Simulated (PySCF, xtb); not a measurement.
GaH3O2Se, SMILES [OH][Ga]([OH])[SeH]. Other conformers were not sampled.

Harmonic wavenumbers (cm⁻¹) from GFN2-xTB (xtb 6.7.1) at its own minimum, in rising order: 99, 128, 150, 172, 263, 320, 344, 488, 523, 550, 578, 595, 2060, 3623, 3660.

Question: What does PBE-D3(BJ)/def2-SVP (PySCF 2.14.0) give at its own minimum? (Estimate from the structure and the level; the computed values follow.)

Answer: 110, 154, 170, 180, 280, 282, 324, 593, 658, 698, 800, 836, 2361, 3721, 3741. Paired by order, the mean absolute difference is 98 cm⁻¹ and the zero-point energies are 19.4 and 21.3 kcal/mol.
